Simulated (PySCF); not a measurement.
## C₆ coefficients of unlike pairs at PBE

Calculated with PySCF 2.14 from the dipole response of each species, C₆(A,B) = (3/π) ∫ α_A(iu) α_B(iu) du, in atomic units, from isotropic polarisabilities. For ions this is the dispersion term alone; charge-induced terms of lower order in 1/R come first.

```tsv
species	configuration	basis	relativity	α (bohr³)	C₆ (like pair)
As⁺	[Ar] 3d10 4s2 4p2 (3P)	aug-cc-pwCVQZ-PP with ECP10MDF (10s9p8d6f4g1h)	core potential	16.99	104.0
Tc⁺	[Kr] 4d5 5s1 (7S)	aug-cc-pwCVTZ-DK (11s10p8d4f3g)	spin-free X2C	33.94	251.7
Cl⁺	[Ne] 3s2 3p4 (3P)	dyall-av3z (19s12p3d2f)	spin-free X2C	8.751	41.66
```

Estimate C₆ for Cl⁺ with As⁺.

The integral gives 64.76. The combination rule 2 C_A C_B / (C_A α_B/α_A + C_B α_A/α_B) gives 64.47 and the geometric mean 65.84.

No spin-orbit coupling is included.

The other pairs:

```tsv
pair	C₆
Cl⁺, Tc⁺	97.00
Tc⁺, As⁺	159.4
```
